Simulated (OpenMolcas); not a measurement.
Co2+ with its 6 nearest fluoride ions at 2.128 Å, on the Ca site of CsCaF3 (a = 4.526 Å, distance in the model lattice 2.263 Å). The rest of the host is ab initio model potentials to 7.6 Å, with orthogonalisation functions on the cations behind the ligands, and point charges beyond; the distance is set by hand and nothing relaxes. Ligand basis ANO-RCC-VDZP.
```
Co    0.0000    0.0000    0.0000
F     2.1280    0.0000    0.0000
F     0.0000    2.1280    0.0000
F    -2.1280    0.0000    0.0000
F     0.0000   -2.1280    0.0000
F     0.0000    0.0000    2.1280
F     0.0000    0.0000   -2.1280
```

| Quantity | Value |
| --- | --- |
| Program | OpenMolcas 26.06 |
| Method | SS-CASPT2, IPEA 0.25 Eh, imaginary shift 0.1 Eh (closed shells correlated: 3s 3p and the ligand valence shells) |
| Basis | ANO-RCC-VTZP [6s5p3d2f1g] |
| Scalar Hamiltonian | DKH2, point nucleus |
| Active space | 7 electrons in 5 orbitals (3d) |
| State averaging | 2S+1 = 4 even, 10 roots; 2S+1 = 2 even, 40 roots |
| Spin-orbit coupling | RASSI with atomic mean-field integrals over the reference wave functions |

(1) What is the spin-free ground state (labels of O, the rotations of Oh)?

(2) Where is the first state of the same spin?

(3) What are the lowest two levels with spin-orbit coupling?

(4) What is χT at 300 K, and how does it compare with the textbook value?

Results:

(1) 4T1, 3-fold in its orbital part, 99 % from free-ion F terms; it has the highest spin that d7 allows.

(2) 4T2 at 6150 cm-1 above the ground state.

(3) A 2-fold level Γ6 with g = 4.48, 4.48, 4.48, then a 4-fold level Γ8 370 cm-1 above it. Their leading multiplicities are 4 (100 %) and 4 (100 %).

(4) The lowest level has 2S+1 = 4, for which the spin-only value is χT = S(S+1) / 2 = 1.875 cm3 K/mol (g = 2). The computed 3.633 at 300 K differs by +1.758, through orbital momentum, spin-orbit coupling and any other state in reach. With a threefold ground state the orbital momentum is unquenched, so the spin-only value is not expected to hold.

Roots that are degenerate in the reference are averaged as groups; the widest CASPT2 spread within a group is 100 cm-1 (the 2-fold group of multiplicity 2 near 27100 cm-1 above the lowest state of its run). Shifts and gaps below about the spread of the groups concerned are not significant. Over all roots computed the reference weight is 0.72 to 0.73; a low but even weight reflects the number of correlated electrons. An orbital triplet at a regular site is open to Jahn-Teller coupling, which can distort the site and quench the lowest spin-orbit gaps and is left out. A single d shell leaves out the double-shell effect, which counts most for late 3d ions, where the CASPT2 field can be off either way by tens of per cent. Ligand-to-metal charge-transfer states are missing. These CASPT2 states fit no ligand-field parameters well, so their order and spin gaps are uncertain. For late 3d ions with one d shell CASPT2 can put B and the spin-flip bands somewhat low as well as high. With one d shell and no ligand orbital active, 10Dq can be off by tens of per cent for divalent 3d ions, low with halides held by bare charges and at times high in hosts. Free-ion shares, where given, are those of the reference states; single-state CASPT2 does not remix them. No measured value stands beside these numbers; the geometry was set by hand and not optimised.
